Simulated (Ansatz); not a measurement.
`[Cl][AlH][Cl]` + CH₃NH₂ → `C[NH][AlH][Cl]` + HCl at 400 K and 1 bar (ligand exchange at the Al–Cl bond).

Program: Ansatz. Geometries: PBE0-D4/def2-TZVP. ΔE: electronic, gas phase. CBS: MP2 limit from def2 TZ/QZ plus the TZ coupled-cluster correction, frozen cores. This one scheme is used for every species. Each species was taken in one conformer, which may not be the lowest.

```csv
species,CCSD(T)/CBS energy (Eh),H − E (kJ/mol),S (J/(mol·K))
`[Cl][AlH][Cl]`,-1162.30651,46.2,307.4
CH₃NH₂,-95.75281,185.4,256.0
`C[NH][AlH][Cl]`,-797.65353,194.4,357.1
HCl,-460.38127,29.6,195.4
```

H − E and S are ideal-gas, rigid-rotor, harmonic terms from PBE0-D4/def2-TZVP, for one conformer and one mirror image of each species. 1 Eh = 2625.50 kJ/mol, R = 8.31446 J/(mol·K).

Task: By hand: ΔE, ΔH, ΔS and ΔG.

Result: ΔE = (-797.65353) + (-460.38127) − (-1162.30651) − (-95.75281) = 0.02452 Eh = 64.4 kJ/mol. Δ(H − E) = 194.4 + 29.6 − 46.2 − 185.4 = -7.6, so ΔH = 56.8 kJ/mol. ΔS = 357.1 + 195.4 − 307.4 − 256.0 = -10.9 J/(mol·K). ΔG = 56.8 − 400 × (-10.9)/1000 = 61.2 kJ/mol.

Task: By hand: the equilibrium constant, and the temperature at which ΔG would vanish if ΔH and ΔS stayed fixed.

Result: log₁₀ K = −ΔG/(RT ln 10) = -8.0. ΔH and −TΔS have one sign here, so there is no such temperature.

The number of gas molecules stays the same, so ΔS is small and ΔH decides. A doubt of 5 kJ/mol in ΔE shifts log₁₀ K by 0.7 here. Other conformers and mirror images would add mixing entropy, several J/(mol·K) or more a flexible species. These are equilibria of isolated gas molecules and say nothing of rates. Largest T1 diagnostic: 0.010 (customary marks: 0.02 for closed shells, 0.045 for open ones).

ΔS is within the doubt of such terms, so its sign, and with it that verdict, could turn.
